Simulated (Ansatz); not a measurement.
A structure drawn as `[BH2][GeH2][SiH3]`, with this starting geometry:

```xyz
10

B    -0.083   -1.831    0.525
Ge    0.355   -0.381   -0.735
Si   -0.229    1.593    0.275
H    -0.534   -1.617    1.526
H     0.161   -3.009    0.203
H    -0.436   -0.563   -2.072
H     1.879   -0.357   -1.060
H     0.102    2.756   -0.685
H    -1.711    1.620    0.521
H     0.498    1.789    1.502
```

Charge 0, multiplicity 1.

Question: Does it keep its bonds when Ansatz relaxes it at PBE-D4/def2-SVP and then PBE0-D4/def2-TZVP?

Answer: Yes, every drawn bond is still there and no new one forms.

Question: Give the relaxed structure. (An estimate is asked.)

Answer: The calculation gave: 
Z-matrix (Å, degrees):
```
Ge
Si 1 2.394
B 1 2.040 2 105.9
H 1 1.540 2 106.8 3 -122.0
H 1 1.540 2 106.8 3 122.2
H 2 1.487 1 110.3 3 58.9
H 2 1.487 1 110.0 3 179.0
H 2 1.487 1 110.3 3 -61.0
H 3 1.194 1 120.5 2 -87.5
H 3 1.194 1 120.6 2 87.8
```
All modes are real.

Atoms count as bonded under 1.1 times the sum of their covalent radii (H–H under 0.85 Å, pairs among N, O and F under 1.55 Å), and a drawn bond as lost past 1.3 times.
